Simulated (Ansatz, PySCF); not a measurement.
AlFBr₂, SMILES [F][Al]([Br])[Br].

The structure is a stationary point at B3LYP-D3(BJ)/def2-SVP. The structure was generated by enumeration; whether it is a known compound was not checked.

Vertical ionisation energy (IE) and electron affinity (EA) in eV. Rows of orbital energies are one-electron estimates. Where ΔSCF, EOM or ADC give a negative EA the extra electron is unbound and the value depends on the basis.

| level | IE | EA |
|---|---|---|
| −ε(HOMO), −ε(LUMO), r2SCAN/def2-TZVPD (PySCF) | [?] | [?] |
| −ε(HOMO), −ε(LUMO), PBE/def2-TZVPD (PySCF) | 7.65 | 2.54 |
| ΔSCF, CAM-B3LYP/def2-SVPD (Ansatz), final states of multiplicity 2 and 2 | 11.32 | 0.29 |
| ΔSCF, PBE/def2-SVPD (Ansatz), final states of multiplicity 2 and 2 | 10.63 | 0.46 |

### Question
Some entries are withheld; supply them. (Estimate from the structure and the level; the computed values follow.)

### Answer

- −ε(HOMO), −ε(LUMO), r2SCAN/def2-TZVPD (PySCF), IE: 7.98
- −ε(HOMO), −ε(LUMO), r2SCAN/def2-TZVPD (PySCF), EA: 2.09

### Question
What vertical singlet–triplet gap does ΔSCF give with CAM-B3LYP/def2-SVPD (Ansatz, a program for electronic structure) and with PBE/def2-SVPD (Ansatz)? (The exact figures need the calculation; the answer reports its results.)

### Answer
5.99 and 5.18 eV (triplet above singlet where positive).
